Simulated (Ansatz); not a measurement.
A structure relaxed at PBE0-D4/def2-TZVP, charge 0, multiplicity 1:

| atom | x (Å) | y (Å) | z (Å) |
| --- | --- | --- | --- |
| N1 | 2.089 | 0.318 | -0.942 |
| C2 | 0.841 | -0.257 | -0.520 |
| C3 | -0.315 | 0.722 | -0.614 |
| C4 | -1.598 | 0.087 | -0.070 |
| Al5 | -1.102 | -0.696 | 1.664 |
| H6 | 2.348 | 1.104 | -0.360 |
| H7 | 2.846 | -0.351 | -0.923 |
| H8 | 0.630 | -1.136 | -1.138 |
| H9 | 0.883 | -0.649 | 0.537 |
| H10 | -0.410 | 1.058 | -1.651 |
| H11 | -0.063 | 1.611 | -0.021 |
| H12 | -2.393 | 0.834 | 0.014 |
| H13 | -1.964 | -0.682 | -0.759 |
| H14 | -1.302 | -2.236 | 2.012 |
| H15 | -0.489 | 0.274 | 2.772 |

Question: Give its formula and SMILES.

Answer: C3H10AlN, `NCC[CH2][AlH2]`.

Question: Point group (tolerance 0.08 Å, 0.16 Å for H)?

Answer: C1.

Question: Summarise the bond lengths by kind.

Answer: 1 × C–N 1.437 Å; 2 × H–N 1.011 to 1.012 Å; 2 × C–C 1.518 to 1.531 Å; 6 × C–H 1.094 to 1.128 Å; 1 × Al–C 1.966 Å; 2 × Al–H 1.592 to 1.595 Å.

All numbers were calculated with Ansatz.
